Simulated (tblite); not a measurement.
Compound: CH12OSi4.
Numbering: `[CH3:1][Si@@H:2]([SiH3:3])[SiH2:4][SiH2:5][OH:6]` (hydrogens: H7, H8, H9 on C1; H10 on Si2; H11, H12, H13 on Si3; H14, H15 on Si4; H16, H17 on Si5; H18 on O6)

Structure optimised with GFN2-xTB, isolated species.

Give the optimised bond lengths and angles.

```json
{"bond": "C1–Si2", "length (Å)": "1.911"}
{"bond": "Si2–Si3", "length (Å)": "2.322"}
{"bond": "Si2–Si4", "length (Å)": "2.335"}
{"bond": "Si4–Si5", "length (Å)": "2.301"}
{"bond": "Si5–O6", "length (Å)": "1.638"}
{"bond": "C1–H7, C1–H8, C1–H9", "length (Å)": "1.086"}
{"bond": "Si2–H10", "length (Å)": "1.484"}
{"bond": "Si3–H11, Si3–H12, Si3–H13", "length (Å)": "1.467"}
{"bond": "Si4–H14", "length (Å)": "1.475"}
{"bond": "Si4–H15", "length (Å)": "1.476"}
{"bond": "Si5–H16", "length (Å)": "1.471"}
{"bond": "Si5–H17", "length (Å)": "1.470"}
{"bond": "O6–H18", "length (Å)": "0.953"}
```

Bonds in one row agree within 0.01 Å and their mean is given. A selection of angles:
```json
{"angle": "Si2–C1–H7", "degrees": "111.6"}
{"angle": "Si2–C1–H9", "degrees": "110.4"}
{"angle": "H7–C1–H8", "degrees": "107.4"}
{"angle": "C1–Si2–Si3", "degrees": "109.0"}
{"angle": "C1–Si2–Si4", "degrees": "107.1"}
{"angle": "C1–Si2–H10", "degrees": "104.5"}
{"angle": "Si3–Si2–Si4", "degrees": "115.3"}
{"angle": "Si3–Si2–H10", "degrees": "109.3"}
{"angle": "Si4–Si2–H10", "degrees": "111.1"}
{"angle": "Si2–Si3–H11", "degrees": "111.2"}
{"angle": "Si2–Si3–H12", "degrees": "114.8"}
{"angle": "Si2–Si3–H13", "degrees": "112.6"}
{"angle": "H11–Si3–H12", "degrees": "105.8"}
{"angle": "Si2–Si4–Si5", "degrees": "113.3"}
{"angle": "Si2–Si4–H14", "degrees": "109.5"}
{"angle": "Si2–Si4–H15", "degrees": "112.8"}
{"angle": "Si5–Si4–H14", "degrees": "109.8"}
{"angle": "Si5–Si4–H15", "degrees": "108.6"}
{"angle": "H14–Si4–H15", "degrees": "102.3"}
{"angle": "Si4–Si5–O6", "degrees": "99.1"}
{"angle": "Si4–Si5–H16", "degrees": "117.7"}
{"angle": "Si4–Si5–H17", "degrees": "118.4"}
{"angle": "O6–Si5–H16", "degrees": "108.2"}
{"angle": "O6–Si5–H17", "degrees": "108.4"}
{"angle": "H16–Si5–H17", "degrees": "104.4"}
{"angle": "Si5–O6–H18", "degrees": "121.7"}
```

Dihedral angles: C1–Si2–Si4–Si5 -55° (synclinal); Si2–Si4–Si5–O6 -11° (synperiplanar); H18–O6–Si5–Si4 -179° (antiperiplanar).

Si5 (oxygen-bound silicon) is distorted tetrahedral (angles from 99.1° to 118.4°). Si3 (SiH3 silicon) is distorted tetrahedral (angles from 105.5° to 114.8°). Si2 (SiH silicon) is distorted tetrahedral (angles from 104.5° to 115.3°). Si4 (SiH2 silicon) is distorted tetrahedral (angles from 102.3° to 113.3°). The 3 Si–Si bonds span 2.301 Å (Si4–Si5, drawn single) to 2.335 Å (Si2–Si4, drawn single), a spread of 0.034 Å.

Point group: C1 (no symmetry element, even within 0.4 Å). GFN2-xTB frequencies show an imaginary mode (20i cm⁻¹), so the point is no minimum at that level. Torsions: C1–Si2–Si4–Si5 -55°, Si2–Si4–Si5–O6 -11°, Si4–Si5–O6–H -179°. 3 starts were optimised and ended at 0.00, 0.02 and 2.88 kcal/mol (GFN2-xTB); the lowest of these is shown.

Time: 1.7 s of wall time. Hardware: one thread, Arm Neoverse V1 (aarch64), no GPU, shared host with 32 logical CPUs at a one-minute load of 13. This is the geometry optimisation.

The numbers are calculated, not measured.
